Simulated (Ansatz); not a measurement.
Z-matrix (Å, degrees):
```
Si
F 1 1.585
Cl 1 2.029 2 105.7
N 1 1.676 2 114.8 3 120.1
Br 1 2.194 2 105.5 3 -119.3
H 4 1.005 1 122.7 2 82.4
H 4 1.005 1 122.5 2 -85.9
```

Charge 0, multiplicity 1.

Question: List the ωB97M-V/def2-TZVPP orbital energies in eV (Ansatz 0.2.0). (Best estimate.)

Answer: The calculation gave: Occupied: -13156.98, -2772.27, -1809.77, -1709.32, -1537.51, -1537.46, -1537.46, -677.77, -394.89, -262.68, -242.17, -200.15, -200.03, -200.02, -181.85, -181.67, -181.66, -150.53, -104.69, -104.67, -104.62, -75.23, -75.17, -75.17, -75.02, -75.02, -36.41, -27.51, -26.20, -24.72, -18.52, -17.32, -16.41, -15.74, -15.66, -14.09, -13.08, -12.34, -12.17, -11.37, -11.08, -10.73. Lowest empty: 1.92, 2.62, 3.34, 3.54, 3.63, 4.58, 5.39, 6.26.
